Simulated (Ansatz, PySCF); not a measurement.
This singlet lies 1.33 eV below the relaxed triplet at the level frozen-core CCSD(T)/cc-pVTZ // B3LYP-D3(BJ)/def2-TZVP (Ansatz, a first-principles code).

B3LYP has the VWN-RPA correlation part, as in Gaussian. 

```xyz
7

C     -0.7706    -0.0394    -0.0308
C      0.4655    -0.5117    -0.7142
O      1.4149     0.3753    -0.4954
H     -0.6772     0.9110     0.5063
H     -1.5598     0.0245    -0.7870
H     -1.0942    -0.8336     0.6497
H      2.2214     0.0737    -0.9376
```

Charge 0, multiplicity 1.

### Question
Give the Mulliken and meta-Löwdin atomic charges from B3LYP-D3(BJ)/def2-TZVP in PySCF.

### Answer

```tsv
atom	Mulliken (e)	meta-Löwdin (e)
C1	-0.22	-0.35
C2	-0.18	-0.04
O3	-0.28	-0.36
H4	0.08	0.10
H5	0.12	0.14
H6	0.12	0.14
H7	0.35	0.37
```
